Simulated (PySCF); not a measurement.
Species, as SMILES: BN (BH2-NH2).
Geometry (B3LYP-D3(BJ)/def2-TZVP, fixed):
```xyz
6

B     -0.7766     0.0323    -0.0041
N      0.6098    -0.0254     0.0032
H     -1.3984    -0.9854    -0.0254
H     -1.3119     1.0982     0.0110
H      1.1972     0.7922     0.0209
H      1.1274    -0.8889    -0.0085
```
Charge 0, spin multiplicity 1.

How fast the isotropic shielding of B1 converges with the basis for several methods (PySCF): deviation from each method's own reference, in ppm. References: HF 71.68 ppm, the value in pcseg-3; PBE 56.14 ppm, the value in pcseg-3; PBE0 59.68 ppm, the value in pcseg-3. All functions are spherical. No added dispersion term, no relativity. GIAO; atoms are numbered in the order shown.

```
basis        functions  HF    PBE   PBE0
-----------  ---------  --  -----  -----
STO-3G              14   …  31.76  29.88
6-31G**             48   …  21.42  19.70
6-311+G**           68   …   6.32   6.37
def2-SVPD           72   …  11.61  10.82
aug-pcseg-1         82   …   9.82   8.98
def2-TZVPP         118   …   5.77   5.30
pcSseg-2           128   …  -1.39  -0.35
aug-cc-pVTZ        184   …   6.06   5.86
```

Problem. Complete the blanks.

Solution. 
- STO-3G, HF: 23.81
- 6-31G**, HF: 15.87
- 6-311+G**, HF: 5.91
- def2-SVPD, HF: 9.14
- aug-pcseg-1, HF: 7.27
- def2-TZVPP, HF: 4.31
- pcSseg-2, HF: 2.03
- aug-cc-pVTZ, HF: 5.10

Mean absolute deviation over 6-311+G**, def2-TZVPP, pcSseg-2, aug-cc-pVTZ: HF 4.34, PBE0 4.47, PBE 4.88 ppm.
